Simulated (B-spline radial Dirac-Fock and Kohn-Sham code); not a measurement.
# How the settings move the core levels of Mn

ΔSCF core binding energies without Breit or QED terms, calculated with a radial atomic solver. Keys: rel is the Hamiltonian (dirac, or spin-free x2c and nr, where L3 and M5 stand for the whole 2p and 3d shells), method is hf or an exchange,correlation pair (spin-unpolarised, also for the hole states), nuc the nuclear model, radius_factor scales its radius, rmax is the box in bohr, h the logarithmic mesh step, order the B-spline order, points the quadrature points per cell, c_factor scales the speed of light, and damp, ndamp, maxit and tol steer the iteration. The run stops when the commutator error falls below 10·tol·max(1, Z/10), or the numerical noise floor, and the energy has settled to about 1e-8 Ha; the virial ratio is −V/T.

Base input:

```json
{"items": [{"Z": 25, "q": 0, "cfg": [[1, 0, 2], [2, 0, 2], [2, 1, 6], [3, 0, 2], [3, 1, 6], [3, 2, 5], [4, 0, 2]], "A": 55, "rrms": 3.7057, "do": "settings", "holes": ["K", "L3", "M5"],
  "settings": [{"rel": "dirac", "method": "hf", "nuc": "fermi", "radius_factor": 1.0, "rmax": 45.0, "h": 0.3, "order": 8, "points": 10, "c_factor": 1.0, "maxit": 60, "damp": 0.5, "ndamp": 3, "tol": 1e-08}]}]}
```

The ground state converged in 12 iterations, with total energy -1157.32199 Ha, virial ratio 1.98666 and highest orbital energy -6.92 eV. ΔSCF binding energies: K (1s) 6560.5 eV, L3 (2p3/2) 654.3 eV. Holes are computed only in closed shells, and unreliable hole states are left out.

Changes from the base run:

| changed setting | Δ total energy (Ha) | Δ K (eV) | Δ L3 (eV) | iterations |
| --- | --- | --- | --- | --- |
| radius_factor = 1.2 | +0.00147 | -0.02 | 0.00 | 12 |
| rel = "x2c"; method = "wc,pbe"; h = 0.22 | -0.40972 | +10.57 | +2.51 | 11 |
| c_factor = 100.0 | ? | ? | ? | ? |
| radius_factor = 0.5 | -0.00253 | +0.03 | 0.00 | 12 |
| damp = 0.8 | 0.00000 | 0.00 | 0.00 | 14 |
| method = "lda,vwn" | +1.15433 | +0.11 | -1.25 | 10 |
| order = 7 | 0.00000 | 0.00 | 0.00 | 12 |
| radius_factor = 0.5; order = 7; tol = 0.0001 | -0.00253 | +0.03 | 0.00 | 10 |
| tol = 0.0001 | 0.00000 | 0.00 | 0.00 | 10 |
| damp = 0.0 | 0.00000 | 0.00 | 0.00 | 14 |
| h = 0.22 | 0.00000 | 0.00 | 0.00 | 12 |
| h = 0.18 | 0.00000 | 0.00 | 0.00 | 12 |
| h = 0.18; order = 7; damp = 0.0 | 0.00000 | 0.00 | 0.00 | 14 |
| h = 0.18; c_factor = 100.0; tol = 1e-06 | +7.69803 | -55.46 | +1.61 | 10 |

Problem. What does the change c_factor = 100.0 do?

Solution. The total energy moves by +7.69803 Ha and the binding energies by K -55.46 eV, L3 +1.61 eV; the run takes 10 iterations.
